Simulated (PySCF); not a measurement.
The multiplicity is imposed and other spin states were not computed.

Z-matrix (Å, degrees):
```
Ti
F 1 1.7520
F 1 1.7571 2 113.95
F 1 1.7623 2 110.40 3 120.09
N 1 1.8631 2 107.49 4 119.56
H 5 1.0262 1 124.71 2 -14.60
H 5 1.0263 6 110.54 1 177.30
```
Charge 0, multiplicity 1.

Question: Estimate the dipole moment, charge on the central atom (meta-Löwdin) and total energy that PBE-D3(BJ)/def2-TZVP // PBE-D3(BJ)/def2-SVP run with PySCF 2.14.0 returns for this input.

Answer: 
```
Property                                          Value
----------------------------------------  -------------
dipole moment                                    2.82 D
charge on the central atom (meta-Löwdin)         1.43 e
total energy                              -1204.8311 Ha
```
